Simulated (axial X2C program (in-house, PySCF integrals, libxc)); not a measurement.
## Spin–orbit effects down a group: molecules with Sr, PBE0

Calculated with an in-house relativistic program for diatomic molecules, spin-free (one-electron X2C) or two-component (2c: spin–orbit coupling with atomic mean-field Coulomb and Gaunt terms, which also bring small scalar terms), in Dyall basis sets with cores contracted in-house; open shells are unrestricted.

Basis sets: Al dyall-v3z, B dyall-v3z, Ga dyall-cv3z, Sr dyall-cv3z.

| molecule | spin-free state | Re (Å) | ωe (cm⁻¹) | De (eV) | 2c state | Re 2c (Å) | ωe 2c (cm⁻¹) | De 2c (eV) |
| --- | --- | --- | --- | --- | --- | --- | --- | --- |
| SrB | M_S = 3/2, Λ = 0 | 2.440 | 434.4 | n/a | Ω = 3/2 | 2.440 | 434.5 | n/a |
| SrAl | M_S = 1/2, Λ = 1 | 3.302 | 159.3 | 0.61 | Ω = 1/2 | 3.300 | 159.7 | 0.62 |
| SrGa | M_S = 1/2, Λ = 1 | 3.260 | 114.1 | 0.58 | Ω = 1/2 | 3.260 | 113.5 | n/a |

Problem. Work out the shifts from the spin-free to the two-component result.

Solution. 

```
molecule  2c state  ΔRe (Å)  Δωe (cm⁻¹)  ΔDe (eV)
     SrB   Ω = 3/2    0.000         0.1       n/a
    SrAl   Ω = 1/2   -0.002         0.4      0.01
    SrGa   Ω = 1/2    0.000        -0.6       n/a
```

Shifts of one unit in the last digit are rounding.

Each entry is the lowest single determinant of a limited PBE0 search at one distance. De goes to single-determinant-based atoms at the same level (for ions the charge split of lowest energy) and is withheld (n/a) where an atom does not fit its ground term or J level. Main or longest-lived isotopes. One determinant is a doubtful description, or other states lie close, for SrB, SrAl, SrGa; these need not be ground states, and all values refer to the states named. With several unpaired electrons the Ω given is that of one determinant, not necessarily of the lowest component. Some light 2c atoms are not at their ground J level, so De misses part of their lowering (0.04 eV or less). The functionals have no current term, which raises determinants with orbital currents. Where the atoms have a lower orbital projection than the molecule, De at mean-field level may be about a tenth of an eV too small.
